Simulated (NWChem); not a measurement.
The numbers come from NWChem runs, not from measurements. System: CH3OS, charge 0, spin multiplicity 2, at a geometry optimised with UB3LYP/def2-SVP. The structure started from a generated list of species. Its SCF solution wasn't tested for a lower state. Level: UHF/def2-TZVP.

The NWChem input:

```
start mol
memory heap 200 mb stack 900 mb global 1100 mb
geometry units angstroms nocenter noautoz
  C      0.315746    -1.406269     0.000000
  S     -0.514169     0.222799     0.000000
  O      0.613618     1.255878     0.000000
  H      0.941998    -1.493784    -0.900226
  H     -0.460711    -2.186638     0.000000
  H      0.941998    -1.493784     0.900226
  symmetry group Cs
end
basis spherical
  * library def2-tzvp
end
scf
  uhf
  nopen 1
  maxiter 100
  thresh 1e-7
  semidirect memsize 60000000 filesize 0
  # guess.movecs holds the orbitals of an unrestricted PBE0 run
  vectors input guess.movecs output mol.movecs
end
task scf energy
```

Part of the output:

```
             Northwest Computational Chemistry Package (NWChem) 7.3.0
             --------------------------------------------------------

                                NWChem Input Module
                                -------------------

 Scaling coordinates for geometry "geometry" by  1.889725989
 (inverse scale =  0.529177249)

 Turning off AUTOSYM since
 SYMMETRY directive was detected!

                             Geometry "geometry" -> ""
                             -------------------------

 Output coordinates in angstroms (scale by  1.889725989 to convert to a.u.)

  No.       Tag          Charge          X              Y              Z
 ---- ---------------- ---------- -------------- -------------- --------------
    1 C                    6.0000     0.31574600    -1.40626900     0.00000000
    2 S                   16.0000    -0.51416900     0.22279900     0.00000000
    3 O                    8.0000     0.61361800     1.25587800     0.00000000
    4 H                    1.0000     0.94199800    -1.49378400    -0.90022600
    5 H                    1.0000    -0.46071100    -2.18663800     0.00000000
    6 H                    1.0000     0.94199800    -1.49378400     0.90022600

 Effective nuclear repulsion energy (a.u.)     105.6722096299

            Nuclear Dipole moment (a.u.)
            ----------------------------
        X                 Y               Z
 ---------------- ---------------- ----------------
     0.0000018897    -0.0000226767     0.0000000000

      Symmetry information
      --------------------

 Group name             Cs
 Group number              2
 Group order               2
 No. of unique centers     5

      Symmetry unique atoms

     1    2    3    4    5


 Summary of "ao basis" -> "" (spherical)
 ------------------------------------------------------------------------------
       Tag                 Description            Shells   Functions and Types
 ---------------- ------------------------------  ------  ---------------------
 *                         def2-tzvp                  on all atoms

 Summary of "ao basis" -> "ao basis" (spherical)
 ------------------------------------------------------------------------------
       Tag                 Description            Shells   Functions and Types
 ---------------- ------------------------------  ------  ---------------------
 C                         def2-tzvp                11       31   5s3p2d1f
 S                         def2-tzvp                13       37   5s5p2d1f
 O                         def2-tzvp                11       31   5s3p2d1f
 H                         def2-tzvp                 4        6   3s1p

                                 NWChem SCF Module
                                 -----------------

  ao basis        = "ao basis"
  functions       =   117
  atoms           =     6
  alpha electrons =    17
  beta  electrons =    16
  charge          =   0.00
  wavefunction    = UHF
  use symmetry    = T
  symmetry adapt  = T

 Summary of "ao basis" -> "ao basis" (spherical)
 ------------------------------------------------------------------------------
       Tag                 Description            Shells   Functions and Types
 ---------------- ------------------------------  ------  ---------------------
 C                         def2-tzvp                11       31   5s3p2d1f
 S                         def2-tzvp                13       37   5s5p2d1f
 O                         def2-tzvp                11       31   5s3p2d1f
 H                         def2-tzvp                 4        6   3s1p

      Symmetry analysis of basis
      --------------------------

        a'         78
        a"         39

 Forming initial guess at       0.1s

   Symmetry analysis of molecular orbitals - initial alpha
   -------------------------------------------------------

  Numbering of irreducible representations:

     1 a'          2 a"

  Orbital symmetries:

     1 a'          2 a'          3 a'          4 a'          5 a"
     6 a'          7 a'          8 a'          9 a'         10 a'
    11 a"         12 a'         13 a'         14 a"         15 a'
    16 a'         17 a"         18 a'         19 a'         20 a'
    21 a'         22 a"         23 a'         24 a"         25 a'
    26 a'         27 a"

   Symmetry analysis of molecular orbitals - initial beta
   ------------------------------------------------------

  Numbering of irreducible representations:

     1 a'          2 a"

  Orbital symmetries:

     1 a'          2 a'          3 a'          4 a'          5 a'
     6 a'          7 a"          8 a'          9 a'         10 a'
    11 a'         12 a"         13 a'         14 a'         15 a"
    16 a'         17 a"         18 a'         19 a'         20 a'
    21 a'         22 a"         23 a'         24 a"         25 a'
    26 a'         27 a"

 Starting SCF solution at       0.1s

 ----------------------------------------------
         Quadratically convergent UHF

 Convergence threshold     :          1.000E-07
 Maximum no. of iterations :          100
 Integral*density screening:          1.000E-09
 ----------------------------------------------

              iter       energy          gnorm     gmax       time
             ----- ------------------- --------- --------- --------
                 1     -512.0034573965  7.10D-01  2.42D-01      1.9
                 2     -512.0243388807  1.02D-01  2.02D-02      2.1
                 3     -512.0278675481  1.09D-02  2.89D-03      2.9
                 4     -512.0279172431  1.06D-04  2.04D-05      4.2
  ga_iter_lsolve: convergence stagnant ... aborting solve
[...]
   Bfn.  Coefficient  Atom+Function         Bfn.  Coefficient  Atom+Function
  ----- ------------  ---------------      ----- ------------  ---------------
    46      0.286075  2 S  px                74     -0.236379  3 O  px
    77     -0.213916  3 O  px                36     -0.196600  2 S  s
    10      0.185540  1 C  py                49      0.185912  2 S  px
     7      0.181209  1 C  py                47     -0.170108  2 S  py
    75      0.167186  3 O  py                35     -0.164069  2 S  s

 Vector   17  Occ=1.000000D+00  E=-3.848194D-01  Symmetry=a"
              MO Center= -3.5D-01,  1.7D-01, -3.0D-15, r^2= 2.0D+00
   Bfn.  Coefficient  Atom+Function         Bfn.  Coefficient  Atom+Function
  ----- ------------  ---------------      ----- ------------  ---------------
    48      0.530253  2 S  pz                51      0.368886  2 S  pz
    45      0.232227  2 S  pz                76     -0.217198  3 O  pz
    79     -0.190229  3 O  pz                82     -0.179801  3 O  pz
    39     -0.177843  2 S  pz

 Vector   18  Occ=0.000000D+00  E= 1.375779D-01  Symmetry=a'
              MO Center=  2.5D-01, -1.5D+00, -1.3D-16, r^2= 6.2D+00
   Bfn.  Coefficient  Atom+Function         Bfn.  Coefficient  Atom+Function
  ----- ------------  ---------------      ----- ------------  ---------------
     5      4.620483  1 C  s                102     -1.879826  4 H  s
   114     -1.879826  6 H  s                108     -1.724390  5 H  s
    50      0.785740  2 S  py                36     -0.525879  2 S  s
    73     -0.451188  3 O  s                107      0.294573  5 H  s
     4     -0.241963  1 C  s                  3      0.237995  1 C  s

 Vector   19  Occ=0.000000D+00  E= 1.695038D-01  Symmetry=a'
              MO Center= -3.3D-01,  4.2D-02, -9.8D-15, r^2= 4.4D+00
   Bfn.  Coefficient  Atom+Function         Bfn.  Coefficient  Atom+Function
  ----- ------------  ---------------      ----- ------------  ---------------
    50     -1.304173  2 S  py                73      1.285822  3 O  s
     5      1.246891  1 C  s                102     -0.870977  4 H  s
   114     -0.870977  6 H  s                 49     -0.786004  2 S  px
    36     -0.742957  2 S  s                108     -0.661774  5 H  s
    80     -0.506794  3 O  px                12      0.472886  1 C  px

 Vector   20  Occ=0.000000D+00  E= 1.847682D-01  Symmetry=a'
              MO Center= -6.0D-01, -9.7D-01,  1.2D-15, r^2= 5.2D+00
   Bfn.  Coefficient  Atom+Function         Bfn.  Coefficient  Atom+Function
  ----- ------------  ---------------      ----- ------------  ---------------
    36      1.976352  2 S  s                108     -1.814924  5 H  s
    13     -1.724365  1 C  py                49      1.142128  2 S  px
    50     -0.576315  2 S  py                73     -0.572507  3 O  s
     4     -0.321431  1 C  s                 81      0.272646  3 O  py
   107      0.204270  5 H  s                 10     -0.190002  1 C  py

                     UHF Final Beta Molecular Orbital Analysis
                     -----------------------------------------

 Vector   14  Occ=1.000000D+00  E=-5.406000D-01  Symmetry=a'
              MO Center=  1.1D-01,  2.1D-01, -3.7D-14, r^2= 2.9D+00
   Bfn.  Coefficient  Atom+Function         Bfn.  Coefficient  Atom+Function
  ----- ------------  ---------------      ----- ------------  ---------------
    75      0.312417  3 O  py                78      0.284673  3 O  py
    46     -0.246745  2 S  px                81      0.171474  3 O  py
    36      0.155013  2 S  s

 Vector   15  Occ=1.000000D+00  E=-4.281323D-01  Symmetry=a"
              MO Center=  4.1D-02,  5.4D-01,  7.1D-15, r^2= 1.8D+00
   Bfn.  Coefficient  Atom+Function         Bfn.  Coefficient  Atom+Function
  ----- ------------  ---------------      ----- ------------  ---------------
    48      0.386509  2 S  pz                51      0.258450  2 S  pz
    76      0.227872  3 O  pz                79      0.212488  3 O  pz
    45      0.171863  2 S  pz                82      0.163818  3 O  pz

 Vector   16  Occ=1.000000D+00  E=-4.203894D-01  Symmetry=a'
              MO Center= -6.7D-02,  2.8D-01, -2.0D-14, r^2= 2.4D+00
   Bfn.  Coefficient  Atom+Function         Bfn.  Coefficient  Atom+Function
  ----- ------------  ---------------      ----- ------------  ---------------
    46      0.276953  2 S  px                74     -0.252189  3 O  px
    77     -0.230105  3 O  px                36     -0.202141  2 S  s
    49      0.195543  2 S  px                80     -0.181308  3 O  px
    75      0.178448  3 O  py                10      0.176837  1 C  py
    35     -0.171939  2 S  s                  7      0.169287  1 C  py

 Vector   17  Occ=0.000000D+00  E= 6.832120D-02  Symmetry=a"
              MO Center=  2.4D-03,  5.1D-01, -3.4D-14, r^2= 2.6D+00
   Bfn.  Coefficient  Atom+Function         Bfn.  Coefficient  Atom+Function
  ----- ------------  ---------------      ----- ------------  ---------------
    82     -0.461902  3 O  pz                51      0.459137  2 S  pz
   102      0.454260  4 H  s                114     -0.454260  6 H  s
    14      0.329300  1 C  pz                76     -0.294036  3 O  pz
    48      0.284797  2 S  pz                79     -0.244281  3 O  pz

 Vector   18  Occ=0.000000D+00  E= 1.397834D-01  Symmetry=a'
              MO Center=  2.9D-01, -1.6D+00, -4.1D-16, r^2= 6.1D+00
   Bfn.  Coefficient  Atom+Function         Bfn.  Coefficient  Atom+Function
  ----- ------------  ---------------      ----- ------------  ---------------
     5      4.751140  1 C  s                102     -1.932123  4 H  s
   114     -1.932123  6 H  s                108     -1.843897  5 H  s
    50      0.708953  2 S  py                36     -0.520583  2 S  s
    73     -0.408603  3 O  s                107      0.302581  5 H  s
     4     -0.285222  1 C  s                  3      0.245476  1 C  s

 Vector   19  Occ=0.000000D+00  E= 1.752743D-01  Symmetry=a'
              MO Center= -2.9D-01,  1.4D-01, -9.1D-15, r^2= 4.5D+00
   Bfn.  Coefficient  Atom+Function         Bfn.  Coefficient  Atom+Function
  ----- ------------  ---------------      ----- ------------  ---------------
    50      1.530700  2 S  py                73     -1.206646  3 O  s
     5     -0.862016  1 C  s                102      0.837852  4 H  s
   114      0.837852  6 H  s                 13      0.737771  1 C  py
   108      0.679362  5 H  s                 12     -0.592440  1 C  px
    49      0.526670  2 S  px                80      0.488528  3 O  px

 center of mass
 --------------
 x =  -0.04202753 y =   0.15363336 z =   0.00000000

 moments of inertia (a.u.)
 ------------------
         218.118780152501          -5.814182494001           0.000000000000
          -5.814182494001          68.836459638429           0.000000000000
           0.000000000000           0.000000000000         275.288597185896

  Mulliken analysis of the total density
  --------------------------------------

    Atom       Charge   Shell Charges
 -----------   ------   -------------------------------------------------------
    1 C    6     6.34   0.85  1.12  0.47  0.73  0.04  1.22  1.48  0.35  0.02  0.05  0.00
    2 S   16    15.64   2.01  0.49  1.48  1.06  0.74  4.17  1.69  0.85  2.05  0.75  0.10  0.20  0.04
    3 O    8     8.42   0.79  1.18  0.59  0.98  0.34  1.77  1.94  0.78  0.00  0.03  0.00
    4 H    1     0.86   0.26  0.48  0.10  0.02
    5 H    1     0.87   0.26  0.48  0.11  0.02
    6 H    1     0.86   0.26  0.48  0.10  0.02

  Mulliken analysis of the alpha density
  --------------------------------------

    Atom       Charge   Shell Charges
 -----------   ------   -------------------------------------------------------
    1 C    6     3.15   0.43  0.56  0.24  0.36  0.02  0.60  0.73  0.18  0.01  0.03  0.00
    2 S   16     8.00   1.00  0.24  0.74  0.54  0.37  2.09  0.84  0.46  1.13  0.41  0.05  0.10  0.02
    3 O    8     4.53   0.40  0.59  0.31  0.50  0.16  1.06  1.12  0.38  0.00  0.01  0.00
    4 H    1     0.44   0.13  0.24  0.05  0.01
    5 H    1     0.44   0.13  0.24  0.05  0.01
    6 H    1     0.44   0.13  0.24  0.05  0.01

   Mulliken analysis of the beta density
   -------------------------------------

    Atom       Charge   Shell Charges
 -----------   ------   -------------------------------------------------------
    1 C    6     3.19   0.43  0.56  0.24  0.37  0.02  0.62  0.75  0.18  0.01  0.03  0.00
    2 S   16     7.64   1.00  0.24  0.74  0.53  0.37  2.08  0.85  0.39  0.93  0.34  0.05  0.10  0.02
    3 O    8     3.88   0.40  0.59  0.29  0.48  0.18  0.71  0.82  0.39  0.00  0.02  0.00
    4 H    1     0.42   0.13  0.24  0.05  0.01
    5 H    1     0.44   0.13  0.24  0.06  0.01
    6 H    1     0.42   0.13  0.24  0.05  0.01

   Mulliken analysis of the spin density
   -------------------------------------

    Atom       Charge   Shell Charges
 -----------   ------   -------------------------------------------------------
    1 C    6    -0.04  -0.00  0.00 -0.00 -0.00 -0.00 -0.01 -0.02 -0.00  0.00  0.00  0.00
    2 S   16     0.36   0.00  0.00 -0.00  0.01  0.00  0.01 -0.01  0.07  0.20  0.06  0.00  0.00 -0.00
    3 O    8     0.65   0.00 -0.00  0.02  0.02 -0.02  0.35  0.30 -0.01 -0.00 -0.00 -0.00
    4 H    1     0.01   0.00  0.01  0.00 -0.00
    5 H    1    -0.00  -0.00 -0.00 -0.00 -0.00
    6 H    1     0.01   0.00  0.01  0.00 -0.00

       Multipole analysis of the density wrt the origin
       ------------------------------------------------

     L   x y z        total         alpha         beta         nuclear
     -   - - -        -----         -----         ----         -------
     0   0 0 0     -0.000000    -17.000000    -16.000000     33.000000

     1   1 0 0     -0.251649     -0.214881     -0.036770      0.000002
     1   0 1 0     -1.170457     -1.266152      0.095718     -0.000023
     1   0 0 1     -0.000000     -0.000000     -0.000000      0.000000

     2   2 0 0    -19.175809    -28.170403    -26.099257     35.093852
     2   1 1 0     -1.043330     -1.139809      0.592444     -0.495965
     2   1 0 1      0.000000     -0.000000      0.000000      0.000000
     2   0 2 0    -18.915402    -72.979924    -69.215005    123.279528
     2   0 1 1      0.000000     -0.000000      0.000000      0.000000
     2   0 0 2    -18.480278    -13.004872    -11.263435      5.788030

 Task  times  cpu:        6.9s     wall:        6.9s

 Total times  cpu:        6.9s     wall:        6.9s
```
